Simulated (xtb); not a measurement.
bromo(trichloro)methane (CBrCl3), SMILES ClC(Cl)(Cl)Br. All values are semi-empirical tight-binding results from xtb (GFN2-xTB unless named), good for trends rather than for accurate numbers. Coordinates come from a GFN2-xTB optimisation.

Optimised geometry:

Bond lengths (Å): Cl1–C2 1.768, C2–Cl3 1.768, C2–Cl4 1.768, C2–Br5 1.962. Angles (°): Cl1–C2–Cl3 109.7, Cl1–C2–Cl4 109.7, Cl1–C2–Br5 109.2, Cl3–C2–Cl4 109.7, Cl3–C2–Br5 109.2, Cl4–C2–Br5 109.2.

The point group as xtb finds it is C3v and the orbital gap comes out as 4.06 eV. The zero-point energy comes out as 4.7 kcal/mol, the G − E(el) at 298.15 K (modified RRHO) comes out as -15.1 kcal/mol and the static polarisability (D4 model) comes out as 74.2 bohr³. The solvation energy, GFN2-xTB/ALPB(water) comes out as 0.2 kcal/mol and the solvation energy, GFN2-xTB/ALPB(toluene) is -4.5 kcal/mol.

Computed atomic charges and the Wiberg bond orders between heavy atoms:
charges (e) Cl1 -0.07, C2 0.26, Cl3 -0.07, Cl4 -0.07, Br5 -0.05. Bond orders Cl1–C2 0.99, C2–Cl3 0.99, C2–Cl4 0.99, C2–Br5 0.96.
